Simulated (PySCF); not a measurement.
Molecule: `InChI=1S/H9NSi3/c2-1(3)4/h2-4H3`.

Cartesian coordinates in Å; atom numbers follow the order of the lines, from 1:
```xyz
13

Si    0.3558    1.7031   -0.1627
N    -0.0002    0.0025    0.0746
Si   -1.6442   -0.5145    0.4016
Si    1.2870   -1.1872    0.0087
H    -0.3620    2.2572   -1.3510
H    -0.0256    2.5156    1.0326
H     1.8295    1.8203   -0.3860
H    -2.5084    0.7043    0.3517
H    -2.1220   -1.4980   -0.6175
H    -1.7672   -1.1490    1.7497
H     0.6738   -2.5162    0.3146
H     1.9204   -1.2403   -1.3441
H     2.3543   -0.8969    1.0138
```

Geometry PBE0-D3(BJ)/def2-SVP throughout; GIAO in PySCF, gas phase, one conformer, non-relativistic; equivalent atoms averaged; basis pcSseg-2.

For orientation, OPBE gives these absolute shieldings σ: Si1/Si3/Si4 396.9, N2 281.1, H5/H6/H7/H8/H9/H10/H11/H12/H13 26.36 ppm.

A run gave: Si1/Si3/Si4 395.1, N2 281.7, H5/H6/H7/H8/H9/H10/H11/H12/H13 26.96 ppm (absolute shieldings σ).

Task: Which functional was used in that run?
A. CAM-B3LYP
B. BLYP
C. PBE
D. BHandHLYP

Result: D. Si1/Si3/Si4 tells them apart best: BHandHLYP gives 395.1, CAM-B3LYP gives 379.0, BLYP gives 362.6, PBE gives 370.3 ppm.
